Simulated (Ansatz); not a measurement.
Gas-phase electronic energies from Ansatz, PBE0-D4/def2-TZVP geometries. CBS: MP2 limit from def2 TZ/QZ plus the TZ coupled-cluster correction, frozen cores. Functionals use def2-TZVPP. B3LYP here is the variant with VWN-RPA as its local correlation; programs differ in this. HSE06 is defined as in plane-wave codes. Each species was taken in one conformer, which may not be the lowest.

`C/C=C/CCCC` → `CC1(C)CCCC1`  (isomerisation)

`C/C=C/CCCC`:

Z-matrix (Å, degrees):
```
C
C 1 1.490
H 1 1.092 2 111.4
H 1 1.095 2 111.3 3 -120.7
H 1 1.095 2 111.2 3 120.7
C 2 1.327 1 125.2 3 0.2
H 2 1.090 1 116.5 3 -180.0
C 6 1.492 2 125.5 1 -179.9
H 6 1.091 2 118.5 1 -0.4
C 8 1.528 6 113.2 2 120.1
H 8 1.097 6 109.1 2 -118.9
H 8 1.096 6 109.5 2 -2.6
C 10 1.519 8 113.6 6 -65.2
H 10 1.096 8 109.0 6 172.6
H 10 1.097 8 109.2 6 57.1
C 13 1.518 10 112.8 8 179.8
H 13 1.095 10 109.3 8 57.2
H 13 1.097 10 109.0 8 -58.0
H 16 1.092 13 111.6 10 179.8
H 16 1.094 13 111.2 10 59.5
H 16 1.094 13 111.1 10 -60.0
```

`CC1(C)CCCC1`:

Cartesian coordinates in Å:
```
C -1.514 -0.271 0.746
C 0.000 -0.139 0.599
C 0.670 -0.407 1.936
C 0.513 -1.066 -0.510
C 0.166 -0.360 -1.825
C 0.066 1.142 -1.474
C 0.366 1.235 0.025
H -1.895 0.444 1.481
H -1.785 -1.275 1.083
H -2.033 -0.086 -0.197
H 0.442 -1.414 2.298
H 0.331 0.302 2.697
H 1.757 -0.318 1.855
H 0.093 -2.074 -0.441
H 1.600 -1.163 -0.410
H -0.784 -0.725 -2.222
H 0.916 -0.554 -2.594
H -0.935 1.521 -1.693
H 0.758 1.749 -2.061
H -0.169 2.051 0.520
H 1.436 1.408 0.185
```

```tsv
level	ΔE (kJ/mol)	difference from CCSD(T)/CBS
LDA (SPW92)	-89.2	-20.9
PBE-D4	-62.1	6.2
revPBE-D4	-67.7	0.6
BLYP-D4	-40.1	28.2
r2SCAN-D4	-64.5	3.8
B97M-V	-62.1	6.2
PBE0-D4	-74.1	-5.8
r2SCANh-D4	-68.0	0.3
r2SCAN0-D4	-73.2	-4.9
HSE06-D4	-73.2	-4.9
BHLYP-D4	-59.1	9.2
CAM-B3LYP-D4	-59.7	8.6
ωB97X-V	-76.9	-8.6
ωB97M-V	-70.5	-2.2
B2PLYP	-51.5	16.8
PBE-QIDH	-82.4	-14.1
PBE	-52.7	15.6
revPBE	-38.5	29.8
BLYP	-19.0	49.3
PBE0	-66.1	2.2
B3LYP	-34.7	33.6
r2SCANh	-65.7	2.6
r2SCAN0	-70.8	-2.5
HSE06	-65.9	2.4
BHLYP	-48.6	19.7
LC-ωPBE	-82.1	-13.8
RPA@PBE/def2-TZVPP	-71.7	-3.4
MP2/def2-SVP	-84.4	-16.1
CCSD/def2-SVP	-71.7	-3.4
CCSD(T)/def2-SVP	-72.6	-4.3
HF/def2-TZVPP	-36.9	31.4
MP2/def2-TZVPP	-82.3	-14.0
SCS-MP2/def2-TZVPP	-70.9	-2.6
CCSD/def2-TZVPP	-68.7	-0.4
HF/def2-QZVPP	-36.2	32.1
MP2/def2-QZVPP	-80.9	-12.6
SCS-MP2/def2-QZVPP	-69.4	-1.1
HF/CBS(def2)	-36.2	32.1
MP2/CBS(def2)	-80.2	-11.9
CCSD/CBS(def2)	-66.5	1.8
CCSD(T)/CBS	-68.3	0
```

Largest T1 diagnostic among the species: 0.009.

From r2SCAN to r2SCAN0 (25 % exact exchange), in def2-TZVPP and without D4, ΔE moves by −8.4 kJ/mol. The D4 term adds −15.2 kJ/mol with B3LYP and −7.9 kJ/mol with PBE0; it sums over pairs of atoms, weighted by their polarisabilities, and B3LYP, whose exchange is more repulsive, gets the larger term.

CCSD(T)/CBS has its own doubt, a few kJ/mol and more with outer-core shells, so smaller differences from it don't rank the levels.
